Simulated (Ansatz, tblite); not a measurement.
Removing an electron: the cluster HfO3⁻ (the lowest doublet isomer of a short search). Total charge -1; doublet. Geometry: r2SCAN-D4/def2-TZVPD. Ansatz, gas phase; energy differences of separate SCF runs; the oxidised species is a triplet (the singlet lies 1.76 eV higher at PBE0-D4/def2-TZVPD).

```tsv
atom	x (Å)	y (Å)	z (Å)
Hf1	-0.0130	0.0417	-0.0035
O2	0.8133	1.2959	1.1273
O3	0.5487	-1.7731	0.1428
O4	-1.3490	0.4355	-1.2666
```

In the def2 sets Hf takes a core potential; there is no spin–orbit coupling. The xTB rows come from tblite. The structure comes from a short search, and lower isomers may exist.

| level | −HOMO (eV) | vertical IE (eV) | −LUMO (eV) | HOMO–LUMO gap (eV) |
| --- | --- | --- | --- | --- |
| GFN1-xTB | – | 10.75 | – | – |
| GFN2-xTB | – | 9.42 | – | – |
| PBE-D4/def2-TZVPD | 0.85 | 3.84 | 0.63 | 0.21 |
| r2SCAN-D4/def2-TZVPD | 0.93 | 3.67 | 0.54 | 0.39 |
| PBE0-D4/def2-TZVPD | 1.85 | 3.62 | 0.00 | 1.86 |

  HOMO and LUMO are the levels of the spin that leaves or enters (xTB has no such levels and no spin-polarisation term). Other spin states of the ions may lie lower, which would lower the ionisation energy or raise the affinity. Raw xTB energy differences between charge states are shifted by several eV; the methods need an empirical correction for them.
